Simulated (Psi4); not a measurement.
H₁₂O₆Ti (SMILES [OH2]->[Ti+3](<-[OH2])(<-[OH2])(<-[OH2])(<-[OH2])<-[OH2]), charge +3, doublet, at a GFN2-xTB geometry (such geometries of metal compounds can be far from the true shape); BHHLYP/STO-3G in Psi4 1.11.

Here is a job for Psi4.
```
memory 2 GB

molecule mol {
3 2
  Ti    0.000000   -0.000000    0.000000
  O    -0.627959    1.694347   -0.916779
  H    -1.523785    2.085312   -0.970296
  H    -0.072977    2.323388   -1.422996
  O     1.556872    1.053938    0.755640
  H     1.513752    1.939292    1.173063
  H     2.507928    0.826376    0.799576
  O     1.045118   -0.451525   -1.676151
  H     1.965747   -0.768596   -1.776801
  H     0.720005   -0.395730   -2.598724
  O    -1.045118    0.451525    1.676151
  H    -1.965747    0.768596    1.776801
  H    -0.720005    0.395730    2.598724
  O    -1.556872   -1.053938   -0.755640
  H    -1.513752   -1.939292   -1.173063
  H    -2.507928   -0.826376   -0.799576
  O     0.627959   -1.694347    0.916779
  H     0.072977   -2.323388    1.422996
  H     1.523785   -2.085312    0.970296
}

set basis sto-3g
set reference uks

energy('bhhlyp')
print_variables()
```

What the program printed (banner, timings and long lists left out):

```
   => Loading Basis Set <=

    Name: STO-3G
    Role: ORBITAL
    Keyword: BASIS

         ---------------------------------------------------------
                                   SCF
               by Justin Turney, Rob Parrish, Andy Simmonett
                          and Daniel G. A. Smith
                              UKS Reference
         ---------------------------------------------------------

  ==> Geometry <==

    Molecular point group: ci
    Full point group: Ci

    Geometry (in Angstrom), charge = 3, multiplicity = 2:

       Center              X                  Y                   Z               Mass
    ------------   -----------------  -----------------  -----------------  -----------------
         TI           0.000000000000     0.000000000000     0.000000000000    47.947941980000
         O           -0.627959000000     1.694347000000    -0.916779000000    15.994914619570
         H           -1.523785000000     2.085312000000    -0.970296000000     1.007825032230
         H           -0.072977000000     2.323388000000    -1.422996000000     1.007825032230
         O            1.556872000000     1.053938000000     0.755640000000    15.994914619570
         H            1.513752000000     1.939292000000     1.173063000000     1.007825032230
         H            2.507928000000     0.826376000000     0.799576000000     1.007825032230
         O            1.045118000000    -0.451525000000    -1.676151000000    15.994914619570
         H            1.965747000000    -0.768596000000    -1.776801000000     1.007825032230
         H            0.720005000000    -0.395730000000    -2.598724000000     1.007825032230
         O           -1.045118000000     0.451525000000     1.676151000000    15.994914619570
         H           -1.965747000000     0.768596000000     1.776801000000     1.007825032230
         H           -0.720005000000     0.395730000000     2.598724000000     1.007825032230
         O           -1.556872000000    -1.053938000000    -0.755640000000    15.994914619570
         H           -1.513752000000    -1.939292000000    -1.173063000000     1.007825032230
         H           -2.507928000000    -0.826376000000    -0.799576000000     1.007825032230
         O            0.627959000000    -1.694347000000     0.916779000000    15.994914619570
         H            0.072977000000    -2.323388000000     1.422996000000     1.007825032230
[...]

   @Spin Contamination Metric:   7.377345485E-04
   @S^2 Expected:                7.500000000E-01
   @S^2 Observed:                7.507377345E-01
   @S   Expected:                5.000000000E-01
   @S   Observed:                5.000000000E-01

    Orbital Energies [Eh]
    ---------------------

    Alpha Occupied:

[...]
      19Ag    -0.586046

    Alpha Virtual:

[...]
    Beta Occupied:

[...]
    Beta Virtual:

[...]
    Final Occupation by Irrep:
             Ag    Au
    DOCC [    18,   21 ]
    SOCC [     1,    0 ]
    NA   [    19,   21 ]
    NB   [    18,   21 ]

  @DF-UKS Final Energy: -1292.16376248915776

   => Energetics <=

    Nuclear Repulsion Energy =            626.7258661992857469
    One-Electron Energy =               -2977.9214124946374795
    Two-Electron Energy =                1108.8781625308492949
    DFT Exchange-Correlation Energy =     -49.8463787246551249
    Empirical Dispersion Energy =           0.0000000000000000
    VV10 Nonlocal Energy =                  0.0000000000000000
    Total Energy =                      -1292.1637624891577616

  UHF NO Occupations:
  HONO-2 :   18 Ag 1.9999447
  HONO-1 :   21 Au 1.9998960
  HONO-0 :   19 Ag 1.0000000
  LUNO+0 :   22 Au 0.0001040
  LUNO+1 :   20 Ag 0.0000553
  LUNO+2 :   21 Ag 0.0000551
  LUNO+3 :   22 Ag 0.0000493

Computation Completed

Properties will be evaluated at   0.000000,   0.000000,   0.000000 [a0]

Properties computed using the SCF density matrix

 Multipole Moments:

 ------------------------------------------------------------------------------------
     Multipole            Electronic (a.u.)      Nuclear  (a.u.)        Total (a.u.)
 ------------------------------------------------------------------------------------

 L = 1.  Multiply by 2.5417464519 to convert [e a0] to [Debye]
 Dipole X            :          0.0000000            0.0000000            0.0000000
 Dipole Y            :          0.0000000            0.0000000            0.0000000
 Dipole Z            :          0.0000000            0.0000000            0.0000000
 Magnitude           :                                                    0.0000000

 ------------------------------------------------------------------------------------

  Variable Map:
  ----------------------------------------------------------------------------
[...]
  Array Variable Map:
  ----------------------------------------------------------------------------
[...]
[...]
```
